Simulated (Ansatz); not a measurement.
The first iterations of a band of a periodic cell of 17 atoms, Si (host Si, host structure diamond, interstitial Si).

Computed with DFT PBE, scalar-relativistic, plane waves, PAW in Ansatz. Settings: PAW set soft_1, cutoff 420 eV, k mesh 2x2x2, fermi-dirac smearing 0.02 eV, no spin polarisation.

```json
{
  "movable images": "5",
  "climbing image": "yes",
  "spring": "5.0 eV/Å²",
  "optimiser": "quadratic models (default)",
  "start path": "straight line",
  "force threshold": "0.03 eV/Å",
  "iteration limit": "62",
  "end points": "relaxed"
}
```

First end point:

```xyz
17
Lattice="0.0000 5.4300 5.4300 5.4300 0.0000 5.4300 5.4300 5.4300 0.0000" Properties=species:S:1:pos:R:3
Si 0.023 0.023 0.023
Si 1.356 1.355 1.361
Si 2.689 2.689 0.026
Si 4.072 4.072 1.391
Si 2.693 0.022 2.693
Si 4.073 1.391 4.072
Si 5.434 2.711 2.711
Si 6.754 4.072 4.073
Si 0.023 2.692 2.692
Si 1.391 4.073 4.072
Si 2.711 5.434 2.711
Si 4.072 6.754 4.073
Si 2.712 2.712 5.433
Si 4.073 4.073 6.754
Si 5.434 5.434 5.434
Si 6.788 6.788 6.787
Si 9.500 9.499 9.506
```

Last end point:

Only the atoms that move by more than 0.05 Å are listed.
```
Si17 8.143 8.142 8.141
```

| iteration | highest image above the first end (eV) | largest band force component (eV/Å) |
| --- | --- | --- |
| 1 | 0.958 | 1.508 |
| 2 | 0.519 | 0.684 |

Q: Does the band converge within its limit, and where does its top end?

A: It converged. It ended after 6 iterations with the highest image 0.309 eV above the first end. By the program's own check the climbing image is a first-order saddle point (lowest curvatures found: -0.22 and 0.67 eV/Å²). Limits of this set-up: coarse k mesh, a small cell, in which the defect meets its images.

Run time: 5.6 min on 1 thread of Arm Neoverse V2, with other jobs on the host, peak memory 0.81 GiB.
